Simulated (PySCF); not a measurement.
**C₆ coefficients of unlike pairs at PBE0**

Calculated with PySCF 2.14 from the dipole response of each species, C₆(A,B) = (3/π) ∫ α_A(iu) α_B(iu) du, in atomic units, from isotropic polarisabilities. For ions this is the dispersion term alone; charge-induced terms of lower order in 1/R come first.

```csv
species,configuration,basis,relativity,α (bohr³),C₆ (like pair)
V³⁺,[Ar] 3d2 (3F),aug-cc-pVDZ-DK (7s6p4d2f),spin-free X2C,1.985,4.780
Li,[He] 2s1 (2S),"x2c-TZVPPall with one added diffuse shell each of s, p type (6s4p1d)",spin-free X2C,138.7,1094
Ti²⁺,[Ar] 3d2 (3F),aug-cc-pwCVTZ (10s9p7d4f3g),none,4.807,14.51
Xe³⁺,[Kr] 4d10 5s2 5p3 (4S),"x2c-TZVPPall with one added diffuse shell each of s, p, d, f type (9s7p5d3f)",spin-free X2C,9.335,54.65
```

Estimate C₆ for Ti²⁺ with V³⁺.

The integral gives 8.144. The combination rule 2 C_A C_B / (C_A α_B/α_A + C_B α_A/α_B) gives 7.898 and the geometric mean 8.329.

No spin-orbit coupling is included.

The other pairs:

```
      pair     C₆
Xe³⁺, Ti²⁺  28.03
 Xe³⁺, V³⁺  15.49
  Xe³⁺, Li  137.5
   Li, V³⁺  30.78
  Ti²⁺, Li  69.52
```
